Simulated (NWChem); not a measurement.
# sulfur trioxide (SO₃); SMILES S(=O)(=O)=O

```xyz
4

O     -1.0192    -1.0192     0.0000
S      0.0000     0.0000     0.0000
O     -0.3731     1.3923     0.0000
O      1.3923    -0.3731     0.0000
```
Atoms are numbered in this order, from 1.

Level: PBE0/def2-SVP (NWChem), optimised geometry, unscaled harmonic frequencies. 

Question: List the harmonic frequencies with IR intensities, and the thermochemistry.

Answer: 
| frequency (cm⁻¹) | IR intensity (km/mol) |
|---|---|
| 485 | 42.3 |
| 511 | 32.3 |
| 511 | 32.3 |
| 1078 | 0.0 |
| 1414 | 196.8 |
| 1414 | 196.9 |

```json
{
 "zero_point_energy": "7.7 kcal/mol",
 "thermal correction to the enthalpy at 298.15 K (with zero-point energy)": "10.5 kcal/mol",
 "heat capacity Cv": "10.2 cal/(mol K)",
 "entropy at 298.15 K and 1 atm (symmetry number 6)": "61.5 cal/(mol K)",
 "dipole_moment": "0.00 D"
}
```

Rigid rotor and harmonic oscillator.
